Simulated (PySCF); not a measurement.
## Relaxation of quartet [PtS2]-

Computed with UB3LYP/[Pt def2-SVPD with ECP60, S def2-SVPD], scalar-relativistic core potentials, density fitting, no spin–orbit coupling, PySCF. A (50,194) grid was used.

A hand-made linear start, of D∞h symmetry, held to at least that symmetry:

```xyz
3
charge -1 multiplicity 4, angstrom
Pt    0.0000    0.0000    0.0000
S     0.0000    0.0000    2.0600
S     0.0000    0.0000   -2.0600
```

Question: What does it relax to?

Answer: It ends at D∞h with Pt–S 2.254 Å (×2); S–Pt–S 180.0° (after a last refinement on a finer grid). A frequency run shows 2 imaginary modes, down to 237i cm⁻¹, so it is a higher-order saddle point. Other isomers or separated fragments may lie lower.

Question: How much energy is released, and in how many steps?

Answer: 82.6 kJ/mol in 4 steps.

Open d and f shells are described by one determinant, and the ground state may have another occupation or spin. At this level a doublet minimum of C2v symmetry lies 70 kJ/mol below this structure. No spin–orbit coupling is included, which matters more the heavier the element.
